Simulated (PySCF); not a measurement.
Vertical excitations of a molecule CH8OSi2 from PySCF with TDA-PBE/def2-SVPD, as energy in eV (oscillator strength): 5.55 (0.002), 6.13 (0.024), 6.59 (0.023), 6.70 (0.025), 6.72 (0.078), 6.87 (0.005), 6.96 (0.002), 7.21 (0.013), 7.30 (0.028), 7.40 (0.012). Lowest triplet (TDA): 5.29 eV. Geometry: B3LYP-D3(BJ)/def2-SVP. The values are those of a single conformer.

Q: Identify the compound among the candidates.
(A) [SiH3]CO[SiH3]
(B) OC([SiH3])[SiH3]
(C) C[Si@@H](O)[SiH3]
(D) C[SiH2]O[SiH3]

A: A, [SiH3]CO[SiH3]
